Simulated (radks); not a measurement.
Values are calculated unless marked as measured or tabulated.
Neutral promethium inside a hard spherical wall (all orbitals vanish at R), configuration held at [Xe] 4f5 6s2 and not refilled when levels cross. Code: a radial shooting solver on a logarithmic mesh with Libxc functionals. Model: scalar-relativistic Kohn-Sham, r2SCAN, spin-polarised, spherical densities, finite nucleus; open shells are filled with parallel spins first (spin-orbit coupling, left out, can overturn this in heavy ions); meta-GGA in the generalised Kohn-Sham scheme; Fermi nuclear charge, rms radius 4.962 fm. Eigenvalues in eV for spin up, with the zero of energy where the potential of the charges vanishes at infinity; a dash marks a level that is unbound or too diffuse for the functional's potential to be trusted. A positive occupied level is held by the wall or, in an anion where self-interaction has pushed it up, behind a barrier. The pressure on the wall is -dE/dV.

| R (bohr) | E (hartree) | kinetic (hartree) | e(5s) | e(5p) | e(6s) | e(4f) | e(5d, empty) | e(6p, empty) | pressure (GPa) |
|---|---|---|---|---|---|---|---|---|---|
| free | -10021.2526 | 10688.098 | -44.166 | -24.225 | -3.725 | -3.310 | - | - | 0 |
| 12 | -10021.2520 | 10688.104 | -44.114 | -24.173 | -3.687 | -3.258 | -1.880 | -1.044 | 0.00942 |
| 10 | -10021.2486 | 10688.132 | -43.929 | -23.991 | -3.545 | -3.076 | -1.722 | -0.777 | 0.0871 |
| 8 | -10021.2280 | 10688.252 | -43.287 | -23.361 | -2.965 | -2.442 | -1.158 | 0.239 | 0.803 |
| 6 | -10021.1063 | 10688.765 | -41.486 | -21.632 | -0.569 | -0.633 | 0.606 | 4.106 | 8.62 |
| 3.5 | -10019.1833 | 10695.960 | -31.798 | -12.200 | 25.562 | 10.511 | 13.502 | 38.985 | 534 |
| 3 | -10017.0022 | 10703.850 | -24.845 | -4.632 | 49.357 | 18.999 | 24.205 | 67.322 | 1710 |
